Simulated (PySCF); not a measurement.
## `C=COC[C@@H](C)F`, C5H9FO

Cartesian coordinates in Å; atom numbers follow the order of the lines, from 1:
```xyz
16

C     1.6980    2.2222    0.0614
C     1.8608    0.9557   -0.2840
O     0.9215   -0.0100   -0.4380
C    -0.4213    0.3466   -0.2004
C    -1.2782   -0.8970   -0.4437
C    -1.0256   -1.9876    0.5815
F    -2.6053   -0.5098   -0.3930
H     0.7401    2.6625    0.2705
H     2.5519    2.8673    0.1429
H     2.8364    0.5363   -0.4892
H    -0.7382    1.1485   -0.8815
H    -0.5541    0.6924    0.8338
H    -1.1085   -1.2680   -1.4620
H    -1.2604   -1.6234    1.5790
H    -1.6457   -2.8542    0.3678
H     0.0210   -2.2726    0.5388
```

Theory: GIAO PBE/pcSseg-1 magnetisability, rotational g tensor and spin-rotation constants, non-relativistic, gas phase in PySCF. Geometry: GFN2-xTB.

**Question.** What are the magnetisability and the molar susceptibility?

**Answer.** Isotropic -1085 × 10⁻³⁰ J/T², or -65.4 × 10⁻⁶ cm³/mol; principal values -1164, -1085, -1006 × 10⁻³⁰ J/T², anisotropy 137 × 10⁻³⁰ J/T² (root of half the summed squared differences of the principal values). The susceptibility is in cgs units.

**Question.** Split it along the inertial axes a, b, c into diamagnetic and paramagnetic parts about the centre of mass, with the quadrupole moment.

**Answer.** 
| axis | χ (10⁻⁶ cm³/mol) | diamagnetic (10⁻⁶ cm³/mol) | paramagnetic (10⁻⁶ cm³/mol) | summed x² of all electrons (Å²) | quadrupole Θ (D Å) |
| --- | --- | --- | --- | --- | --- |
| a | -62.0 | -295.7 | 233.7 | 214.7 | -0.76 |
| b | -66.1 | -997.9 | 931.7 | 49.2 | +0.52 |
| c | -67.9 | -1119.9 | 1051.9 | 20.5 | +0.24 |

Anisotropies 2χaa − χbb − χcc = +10.1 and 2χbb − χaa − χcc = -2.4 × 10⁻⁶ cm³/mol. Θ is traceless in Buckingham's convention.

**Question.** And the rotational g tensor?

**Answer.** 
```tsv
axis	rotational constant (GHz)	g	nuclear part	electronic part
a	6.0771	-0.0418	0.6254	-0.6672
b	1.3000	-0.0069	0.5622	-0.5690
c	1.1479	-0.0050	0.5623	-0.5673
```
Asymmetric top; isotopes 12C, 19F, 1H, 16O; no vibrational averaging.
